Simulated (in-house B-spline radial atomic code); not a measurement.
A radial electron density 4πr²n(r) was computed for an atom or ion in its tabulated ground configuration with a B-spline radial code for spherical atoms; method: non-relativistic B97-1, spin-polarised, spherical fractional occupations, exact exchange averaged over the configuration. Columns: r (bohr), 4πr²n(r) (electrons per bohr), bar.

```
  0.0016    2.274 #
 0.00194    3.233 ##
 0.00236    4.592 ###
 0.00286    6.422 ####
 0.00348    8.948 #####
 0.00423    12.28 #######
 0.00513    16.55 #########
 0.00624    21.97 ############
 0.00758    28.44 ################
 0.00921    35.84 ####################
  0.0112    43.72 ########################
  0.0136    51.19 ############################
  0.0165    57.23 ################################
  0.0201    60.83 ##################################
  0.0244    61.14 ##################################
  0.0296    58.63 #################################
   0.036    55.05 ###############################
  0.0437    53.47 ##############################
  0.0531    56.62 ###############################
  0.0646    64.88 ####################################
  0.0784    74.41 #########################################
  0.0953     79.1 ############################################
   0.116    74.58 #########################################
   0.141    63.79 ###################################
   0.171    55.93 ###############################
   0.208    57.39 ################################
   0.252    63.64 ###################################
   0.307    62.67 ###################################
   0.373    48.58 ###########################
   0.453    30.02 #################
    0.55    19.68 ###########
   0.668    19.71 ###########
   0.812    21.81 ############
   0.987    19.26 ###########
     1.2    12.81 #######
    1.46    6.488 ####
    1.77    2.597 #
    2.15   0.7928 
    2.61   0.1788 
    3.17  0.02674 
    3.86 0.002311
```

(1) Which atom or ion is it?
A. In4+
B. Ag4+
C. In3+
D. Cd4+

Answers

(1) A. The area under the curve, ∫4πr²n dr = ∫r·4πr²n d(ln r) on this logarithmic grid, is 45 electrons, which only this option has. The configuration is [Kr] 4d9.
